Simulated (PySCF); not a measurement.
## Pb⁷⁸⁺ (lead, charge +78): Hartree-Fock from Schrödinger to Dirac-Coulomb-Breit

Occupied: 1s1/2, 2s1/2. Hartree-Fock calculated with PySCF 2.14 in an even-tempered Gaussian basis (15 s from 23 bohr⁻², ratio 2.7; 13 p from 28 bohr⁻², ratio 2.7), Gaussian nucleus throughout. NR is non-relativistic, sf-X2C the spin-free one-electron X2C Hamiltonian, X2C adds the bare one-electron spin-orbit term, X2C-SNSO screens it by Boettger's factors, DC is four-component Dirac-Coulomb, and the Gaunt and Breit terms are added at first order (total energies over the DC spinors, levels after relaxing the spinors in that mean field). QED terms are absent. Levels marked empty are virtual spinors of this ion.

| Hamiltonian | E (hartree) |
| --- | --- |
| NR | -8276.1118 |
| sf-X2C | -9218.2892 |
| X2C | -9218.2892 |
| X2C-SNSO | -9218.2892 |
| DC | -9223.7075 |
| DC+Gaunt | -9213.4120 |
| DC+Breit | -9213.6441 |

| level (eV) | NR | sf-X2C | X2C | X2C-SNSO | DC | DC+Gaunt | DC+Breit |
| --- | --- | --- | --- | --- | --- | --- | --- |
| 1s1/2 | -89213.7 | -98712.7 | -98712.7 | -98712.7 | -98841.7 | -98595.3 | -98598.3 |
| 2s1/2 | -21658.0 | -24588.1 | -24588.1 | -24588.1 | -24604.8 | -24574.2 | -24577.3 |
| 2p1/2 (empty) | -21190.5 | -22247.2 | -24021.8 | -23968.2 | -23988.6 | -23933.1 | -23940.1 |
| 2p3/2 (empty) | -21190.5 | -22247.2 | -21582.8 | -21597.8 | -21601.3 | -21572.9 | -21580.0 |
| 3s1/2 (empty) | -9359.3 | -10359.3 | -10359.3 | -10359.3 | -10363.8 | -10355.3 | -10356.6 |

**Question.** How large are the two-electron picture-change error of X2C and the Breit correction in the total energy?

**Answer.** X2C-1e lies 5.4183 hartree above Dirac-Coulomb; Gaunt adds 10.2955 and the full Breit term 10.0634 hartree.

```tsv
interval (eV)	X2C	X2C-SNSO	DC	DC+Gaunt	DC+Breit
2p3/2 − 2p1/2	2439	2370	2387	2360	2360
```

Weight of the small component: 1s1/2 0.0984, 2s1/2 0.0243, 2p1/2 0.0241, 2p3/2 0.0216, 3s1/2 0.0103.

Koopmans' value for the highest occupied level at DC+Breit: 24577.3 eV, against an ionisation energy of 24550 ± 120 eV (theoretical estimate listed by NIST; NIST Atomic Spectra Database, ionization energies); the former lacks relaxation, correlation, QED and recoil.

The whole ladder took 41 s of wall time on 1 thread of Neoverse-V1 (shared host), launched as `OMP_NUM_THREADS=1 python relrun2.py TASK.json OUT` (a driver that calls PySCF for each Hamiltonian).
